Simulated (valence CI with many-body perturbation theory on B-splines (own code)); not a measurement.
# Level structure of Rb XXXIII

Computed by relativistic CI+MBPT: three valence electrons over a frozen Dirac-Fock core [He], a basis of 11 s, 11 p, 10 d, 8 f, 5 g, 2 h functions for each j, with the one-electron correlation potential Σ1, the two-electron term Σ2, the three-electron term Σ3, Breit, model QED; selected CI, second order for the rest, scaled by the run's own slope (own B-spline code, finite nucleus).

The last digits are not significant, and no measured levels were compared; by estimate large intervals hold to a few tenths of a per cent, small ones and those within an open d or f shell to about a per cent.

Levels 136 to 180 of 211, with energies above the lowest level, (2s^2 2p1/2) J=1/2. "Leading %" is the weight of the configuration and term that name the level; weights of strongly mixed levels are sums over their largest components and can fall short. In the jj column 3d3/2^4 stands for four electrons in 3d with j = 3/2. Lifetimes count E1, E2, E3, M1 and M2 decay at the calculated energies, and are blank where another channel may lead or the interval is too uncertain; long ones can be off by a factor of two.

| No. | Configuration | Term | J | E (Ry) | Leading % | g | Lifetime | Leading jj |
| --- | --- | --- | --- | --- | --- | --- | --- | --- |
| 136 | 2s2p4s | ²P° | 1/2 | 227.68 | 84 | 0.962 | 143 fs | 2s 2p1/2 4s (93 %) |
| 137 | 2s2p4p | ⁴D | 3/2 | 228.28 | 72 | 1.279 | 228 fs | 2s 2p1/2 4p3/2 (64 %) |
| 138 | 2s2p4p | ²D | 3/2 | 228.40 | 32 | 1.318 | 63.3 fs | 2s 2p1/2 4p1/2 (59 %) |
| 139 | 2s2p4p | ⁴P | 1/2 | 228.68 | 60 | 2.087 | 145 fs | 2s 2p1/2 4p1/2 (92 %) |
| 140 | 2s2p4d | ⁴F° | 3/2 | 229.01 | 66 | 0.635 | 53.5 fs | 2s 2p1/2 4d3/2 (99 %) |
| 141 | 2s2p4p | ⁴D | 5/2 | 229.11 | 56 | 1.375 | 218 fs | 2s 2p1/2 4p3/2 (92 %) |
| 142 | 2s2p4p | ²P | 1/2 | 229.12 | 52 | 1.121 | 48.1 fs | 2s 2p1/2 4p3/2 (91 %) |
| 143 | 2s2p4p | ²D | 3/2 | 229.20 | 50 | 1.269 | 61.7 fs | 2s 2p1/2 4p3/2 (93 %) |
| 144 | 2s2p4d | ⁴F° | 5/2 | 229.29 | 33 | 1.232 | 29.3 fs | 2s 2p1/2 4d5/2 (95 %) |
| 145 | 2s2p4f | ⁴G | 5/2 | 229.72 | 46 | 0.836 | 58.8 fs | 2s 2p1/2 4f5/2 (100 %) |
| 146 | 2s2p4d | ⁴F° | 5/2 | 229.78 | 39 | 1.155 | 56.7 fs | 2s 2p1/2 4d3/2 (80 %) |
| 147 | 2s2p4f | ⁴F | 7/2 | 229.81 | 27 | 1.149 | 59.6 fs | 2s 2p1/2 4f7/2 (100 %) |
| 148 | 2s2p4d | ⁴D° | 3/2 | 229.94 | 37 | 1.218 | 25.7 fs | 2s 2p1/2 4d3/2 (77 %) |
| 149 | 2s2p4d | ⁴D° | 1/2 | 229.99 | 69 | 0.357 | 19.9 fs | 2s 2p1/2 4d3/2 (92 %) |
| 150 | 2s2p4d | ⁴F° | 7/2 | 230.06 | 48 | 1.268 | 30.0 fs | 2s 2p1/2 4d5/2 (92 %) |
| 151 | 2s2p4d | ²D° | 3/2 | 230.24 | 45 | 0.993 | 30.3 fs | 2s 2p1/2 4d5/2 (76 %) |
| 152 | 2s2p4d | ²F° | 5/2 | 230.27 | 58 | 1.089 | 26.8 fs | 2s 2p1/2 4d5/2 (84 %) |
| 153 | 2s2p4f | ⁴G | 7/2 | 230.52 | 42 | 1.035 | 58.9 fs | 2s 2p1/2 4f5/2 (92 %) |
| 154 | 2s2p4f | ⁴F | 3/2 | 230.52 | 61 | 0.613 | 58.7 fs | 2s 2p1/2 4f5/2 (93 %) |
| 155 | 2s2p4f | ⁴D | 5/2 | 230.55 | 28 | 1.006 | 58.7 fs | 2s 2p1/2 4f5/2 (77 %) |
| 156 | 2s2p4f | ⁴G | 9/2 | 230.59 | 40 | 1.208 | 59.7 fs | 2s 2p1/2 4f7/2 (93 %) |
| 157 | 2s2p4f | ²D | 5/2 | 230.64 | 38 | 0.981 | 59.7 fs | 2s 2p1/2 4f7/2 (76 %) |
| 158 | 2s2p4f | ²G | 7/2 | 230.66 | 40 | 1.137 | 60.1 fs | 2s 2p1/2 4f7/2 (92 %) |
| 159 | 2s2p4s | ⁴P° | 5/2 | 231.78 | 100 | 1.592 | 160 fs | 2s 2p3/2 4s (100 %) |
| 160 | 2s2p4s | ²P° | 3/2 | 232.07 | 84 | 1.387 | 118 fs | 2s 2p3/2 4s (100 %) |
| 161 | 2s2p4p | ⁴P | 3/2 | 232.89 | 45 | 1.625 | 122 fs | 2s 2p3/2 4p1/2 (99 %) |
| 162 | 2s2p4p | ⁴D | 5/2 | 232.95 | 37 | 1.374 | 91.4 fs | 2s 2p3/2 4p1/2 (97 %) |
| 163 | 2s2p4p | ⁴D | 7/2 | 233.34 | 100 | 1.423 | 247 fs | 2s 2p3/2 4p3/2 (100 %) |
| 164 | 2s2p4p | ²P | 3/2 | 233.45 | 51 | 1.498 | 66.4 fs | 2s 2p3/2 4p3/2 (99 %) |
| 165 | 2s2p4p | ²D | 5/2 | 233.65 | 53 | 1.380 | 70.6 fs | 2s 2p3/2 4p3/2 (97 %) |
| 166 | 2s2p4p | ²S | 1/2 | 233.76 | 58 | 1.648 | 51.5 fs | 2s 2p3/2 4p3/2 (99 %) |
| 167 | 2s2p4d | ⁴F° | 9/2 | 234.24 | 100 | 1.329 | 117 fs | 2s 2p3/2 4d5/2 (100 %) |
| 168 | 2s2p4d | ⁴D° | 5/2 | 234.26 | 49 | 1.272 | 25.8 fs | 2s 2p3/2 4d3/2 (98 %) |
| 169 | 2s2p4d | ⁴D° | 7/2 | 234.27 | 48 | 1.318 | 29.9 fs | 2s 2p3/2 4d3/2 (63 %) |
| 170 | 2s2p4d | ⁴P° | 3/2 | 234.32 | 51 | 1.434 | 24.4 fs | 2s 2p3/2 4d3/2 (97 %) |
| 171 | 2s2p4d | ⁴P° | 1/2 | 234.34 | 88 | 2.338 | 27.4 fs | 2s 2p3/2 4d3/2 (98 %) |
| 172 | 2s2p4d | ²D° | 5/2 | 234.54 | 48 | 1.267 | 29.7 fs | 2s 2p3/2 4d5/2 (98 %) |
| 173 | 2s2p4d | ²P° | 3/2 | 234.66 | 41 | 1.167 | 31.0 fs | 2s 2p3/2 4d5/2 (96 %) |
| 174 | 2s2p4d | ²F° | 7/2 | 234.74 | 81 | 1.191 | 20.0 fs | 2s 2p3/2 4d5/2 (63 %) |
| 175 | 2s2p4d | ²P° | 1/2 | 234.88 | 80 | 0.669 | 24.2 fs | 2s 2p3/2 4d5/2 (92 %) |
| 176 | 2s2p4f | ⁴F | 7/2 | 234.88 | 42 | 1.135 | 58.8 fs | 2s 2p3/2 4f5/2 (99 %) |
| 177 | 2s2p4f | ⁴F | 5/2 | 234.91 | 46 | 1.072 | 58.7 fs | 2s 2p3/2 4f5/2 (100 %) |
| 178 | 2s2p4f | ⁴G | 9/2 | 234.92 | 52 | 1.237 | 58.9 fs | 2s 2p3/2 4f5/2 (52 %) |
| 179 | 2s2p4f | ⁴D | 3/2 | 234.97 | 64 | 0.942 | 58.6 fs | 2s 2p3/2 4f5/2 (100 %) |
| 180 | 2s2p4f | ²F | 7/2 | 235.00 | 42 | 1.191 | 59.5 fs | 2s 2p3/2 4f7/2 (99 %) |

Where two levels of one J and parity lie close, their mixing, g and order are uncertain.
